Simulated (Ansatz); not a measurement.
Computed with Ansatz on PBE0-D4/def2-TZVP structures; ΔE is electronic, products minus reactants. CCSD(T)/CBS is the MP2 limit (def2-TZVPP, def2-QZVPP) plus CCSD(T) − MP2 in def2-TZVPP, frozen cores. DFT in def2-TZVPP. B3LYP here is the variant with VWN-RPA as its local correlation; programs differ in this. For Ge outer-core shells are correlated without core-valence functions, which leaves a few kJ/mol of doubt a bond. Scalar relativity is left out up to krypton. Each species was taken in one conformer, which may not be the lowest.

Reaction (substitution at a C–Ge bond): `[CH3][GeH2][C](=O)O` + `CC=N` → `C/C=N/C(=O)O` + `[CH3][GeH3]`

(1) Is it downhill or uphill in electronic energy at CCSD(T)/CBS, and by how much? (An estimate is asked.)

(2) What do these levels give: B3LYP-D4, r2SCAN, MP2/def2-TZVPP, SCS-MP2/def2-QZVPP, MP2/CBS(def2), CCSD/CBS(def2)? (An estimate is asked.)

Largest T1 diagnostic among the species: 0.016.

Results:

(1) Ansatz gave: Downhill: ΔE = -5.7 kJ/mol.

(2) The calculation gave: B3LYP-D4 -10.5, r2SCAN -16.1, MP2/def2-TZVPP -6.1, SCS-MP2/def2-QZVPP -5.8, MP2/CBS(def2) -5.3, CCSD/CBS(def2) -7.3 kJ/mol.

From PBE to PBE0 (25 % exact exchange), in def2-TZVPP and without D4, ΔE moves by −6.4 kJ/mol. In def2-TZVPP, CCSD(T) changes the Hartree–Fock value by +21.2 kJ/mol (the triples alone add +1.6 kJ/mol) and MP2 by +21.6 kJ/mol.
